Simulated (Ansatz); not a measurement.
Computed with Ansatz on PBE0-D4/def2-TZVP structures; ΔE is electronic, products minus reactants. CCSD(T)/CBS adds triple-zeta CCSD(T) − MP2 to the extrapolated MP2 energy (def2 sets, frozen cores). Functionals use def2-TZVPP. Each species was taken in one conformer, which may not be the lowest.

`FC(Cl)C[SiH3]` → `C[SiH](Cl)CF`  (isomerisation)

```tsv
level	ΔE (kJ/mol)
PBE	-163.9
HF/def2-TZVPP	-176.1
SCS-MP2/def2-TZVPP	-168.6
CCSD/def2-TZVPP	-169.1
```

What does CCSD(T)/CBS give? (An estimate is asked.)

Computed: -171.4 kJ/mol. The listed levels differ from it by 7.5, -4.7, 2.8, 2.3 kJ/mol.

Largest T1 diagnostic among the species: 0.011.

From PBE to PBE0 (25 % exact exchange), in def2-TZVPP and without D4, ΔE moves by −5.2 kJ/mol. In def2-TZVPP, CCSD(T) changes the Hartree–Fock value by +10.1 kJ/mol (the triples alone add +3.0 kJ/mol) and MP2 by +4.2 kJ/mol.
